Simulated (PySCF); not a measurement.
[Dy(H2O)7]3+ at several levels of theory

Computed with PySCF 2.14.0 (density fitting, no spin-orbit coupling) at the geometry relaxed with BP86:

```xyz
22
[Dy(H2O)7]3+ (singlet in the valence; each metal's 4f electrons, 9 of them, lie in its core potential, out of spins and levels)
Dy    0.0000    0.0000    0.0000
O    -0.0027    0.0000    2.3835
H     0.7697    0.0000    2.9987
H    -0.7768    0.0000    2.9965
O    -0.0027    0.0000   -2.3835
H     0.7697    0.0000   -2.9987
H    -0.7768    0.0000   -2.9965
O     2.4482    0.0000    0.0000
H     3.0615    0.0000    0.7698
H     3.0615    0.0000   -0.7698
O     0.7511    2.3131    0.0000
H     0.9187    2.8965    0.7746
H     0.9187    2.8965   -0.7746
O    -1.9747    1.4368    0.0000
H    -2.4449    1.8266    0.7718
H    -2.4449    1.8266   -0.7718
O    -1.9747   -1.4368    0.0000
H    -2.4449   -1.8266    0.7718
H    -2.4449   -1.8266   -0.7718
O     0.7511   -2.3131    0.0000
H     0.9187   -2.8965    0.7746
H     0.9187   -2.8965   -0.7746
```

| level | basis | state | HOMO (eV) | gap (eV) | charge on Dy1 (e) | population of f-type functions on Dy1 (polarisation alone where 4f lies in the core) | dipole about the centre of mass (D) | largest force component (eV/Å) |
| --- | --- | --- | --- | --- | --- | --- | --- | --- |
| BP86 | Dy lcecp-1-SVP with ECP55, O def2-SVP, H def2-SVP | singlet | -18.93 | 5.06 | 0.94 | 0.05 | 0.02 | 0.01 |
| BLYP | the same | singlet | -18.72 | 5.08 | 0.88 | 0.05 | 0.03 | 0.06 |
| BP86 | Dy lcecp-1-TZVP with ECP55, O def2-TZVP, H def2-TZVP | singlet | -19.07 | 5.11 | 1.74 | 0.07 | 0.03 | 0.36 |

In the lcecp rows the 4f levels are missing from HOMO and gap, and the state counts the valence alone.

Charges are Mulliken's, which hang on the basis. The relaxation used the grid (50, 194), these runs (75, 302) or, all-electron (x2c bases, spin-free X2C Hamiltonian), (99, 590).

(1) A further run in the first row's basis gives HOMO (eV) -23.32, gap (eV) 12.75, charge on Dy1 (e) 1.12, population of f-type functions on Dy1 (polarisation alone where 4f lies in the core) 0.05, dipole about the centre of mass (D) 0.02, largest force component (eV/Å) 0.64. Which level was it?
A. B3LYP
B. wB97X
C. M06-L

No frequency check is given that shows the relaxed geometry to be a minimum. An lcecp potential fixes the number of 4f electrons, so in runs with it no electron can move into or out of that shell.

Answers

(1) B. The others give HOMO -20.42 eV (B3LYP); -19.35 eV (M06-L).
